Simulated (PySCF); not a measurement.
vinylidene fluoride cation (C2H2F2), SMILES FC(F)=C (connectivity only; charge and spin as stated), charge +1, multiplicity 2.

The structure is a stationary point at B3LYP-D3(BJ)/def2-SVP. The spin state was assumed, not searched.

Method: TDA-PBE/def2-SVPD (PySCF).

Vertical excitations. The molecule is in vacuum.

```json
[
 {"state": "root 1", "energy (eV)": "4.16", "λ (nm)": "298", "f": "0.000", "main pairs": "β HOMO→LUMO 99 %"},
 {"state": "root 2", "energy (eV)": "4.63", "λ (nm)": "268", "f": "0.000", "main pairs": "β HOMO−1→LUMO 100 %"},
 {"state": "root 3", "energy (eV)": "5.23", "λ (nm)": "237", "f": "0.000", "main pairs": "β HOMO−2→LUMO 99 %"},
 {"state": "root 4", "energy (eV)": "5.84", "λ (nm)": "212", "f": "0.022", "main pairs": "β HOMO−3→LUMO 93 %"},
 {"state": "root 5", "energy (eV)": "6.48", "λ (nm)": "191", "f": "0.161", "main pairs": "α HOMO→LUMO 92 %"},
 {"state": "root 6", "energy (eV)": "7.22", "λ (nm)": "172", "f": "0.003", "main pairs": "β HOMO−4→LUMO 98 %"},
 {"state": "root 7", "energy (eV)": "8.12", "λ (nm)": "153", "f": "0.000", "main pairs": "α HOMO−1→LUMO 96 %"},
 {"state": "root 8", "energy (eV)": "8.18", "λ (nm)": "152", "f": "0.106", "main pairs": "β HOMO−5→LUMO 89 %"},
 {"state": "root 9", "energy (eV)": "8.55", "λ (nm)": "145", "f": "0.001", "main pairs": "α HOMO−2→LUMO 94 %"},
 {"state": "root 10", "energy (eV)": "9.09", "λ (nm)": "136", "f": "0.000", "main pairs": "α HOMO−3→LUMO 60 %, β HOMO→LUMO+1 28 %, β HOMO−6→LUMO 8 %"}
]
```
Unrestricted roots are not spin-pure.
